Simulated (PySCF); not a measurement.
[Ni(H2O)6]2+: Ni(II) (d8), charge +2. The structure is a model geometry with rigid ligands and bond lengths from ionic radii and axial bond length changed to 1.05 of its base value, not a minimum; coordination octahedral, point group D2h, metal–donor distances 2.05–2.15 Å.

```
19

Ni    0.000    0.000    0.000
O     0.000    0.000    2.152
H     0.775    0.000    2.728
H    -0.775    0.000    2.728
O     0.000    0.000   -2.152
H     0.775    0.000   -2.728
H    -0.775    0.000   -2.728
O     2.050    0.000    0.000
H     2.625    0.775    0.000
H     2.625   -0.775    0.000
O    -2.050    0.000    0.000
H    -2.625    0.775    0.000
H    -2.625   -0.775    0.000
O     0.000    2.050    0.000
H     0.000    2.625    0.775
H     0.000    2.625   -0.775
O     0.000   -2.050    0.000
H     0.000   -2.625    0.775
H     0.000   -2.625   -0.775
```

Method (PySCF 2.14, density fitting): CASSCF(8,5) with orbitals averaged over all microstates of the shell, strongly contracted NEVPT2 on the averaged canonical orbitals; basis x2c-TZVPall on the metal, x2c-SVPall elsewhere; spin-free X2C; gas phase; spin-orbit coupling by state interaction with the mean-field operator over all roots.

(1) Which term lies lowest, and with what spin?

(2) Where do the spin-allowed transitions within the shell lie?

(3) Which is the lowest state of another spin?

(4) What ligand-field parameters describe the result?

(5) What are the magnetic parameters?

NEVPT2 lifts 3B3g (from 3T2g) from 5876 to 7456 cm⁻¹; on the d shell alone it tends to overshoot states that fill the eg-type orbitals.

The job took 12 s on one thread of Arm Neoverse V2 (shared host), with 192 basis functions, launched as `OMP_NUM_THREADS=1 python lf_run.py task.json out`.

Answers

(1) 3Ag (from 3A2g) (S = 1, orbital degeneracy 1), with 6.0 electrons in the lower (t2g-type) set and 2.0 in the upper (eg-type) set, by NEVPT2.

(2) By NEVPT2, the lowest six: 3B2g (from 3T2g) at 7062 cm⁻¹ (1416 nm); 3B3g (from 3T2g) at 7456 cm⁻¹ (1341 nm); 3B1g (from 3T2g) at 8577 cm⁻¹ (1166 nm); 3B1g (from 3T1g) at 12890 cm⁻¹ (776 nm); 3B3g (from 3T1g) at 13434 cm⁻¹ (744 nm); 3B2g (from 3T1g) at 13543 cm⁻¹ (738 nm). All are electric-dipole forbidden at this geometry.

(3) 1Ag (from 1Eg) at 16359 cm⁻¹ by NEVPT2; CASSCF alone puts it at 18402 cm⁻¹ above the same ground state.

(4) At CASSCF level (the NEVPT2 levels don't fit a ligand-field model well): orbital energies 0, 316, 447, 5381, 7098 cm⁻¹; 10Dq = 5985 cm⁻¹ (difference of the means of the two sets); B = 1285 cm⁻¹; C = 4751 cm⁻¹; B over its free-ion value at the same level 0.975; rms of the fit 55 cm⁻¹; ζ = 653 cm⁻¹ (free ion 660).

(5) The ground multiplet follows a spin Hamiltonian with S = 1, g = 2.268, 2.308, 2.326, D = 6.37 cm⁻¹, E/|D| = 0.22 (spin-orbit part alone); the lowest levels hold 99 % of the spin-free ground state. μeff is 3.34 μB at 300 K and 3.18 μB at 10 K; the spin-only value is 2.83 μB.
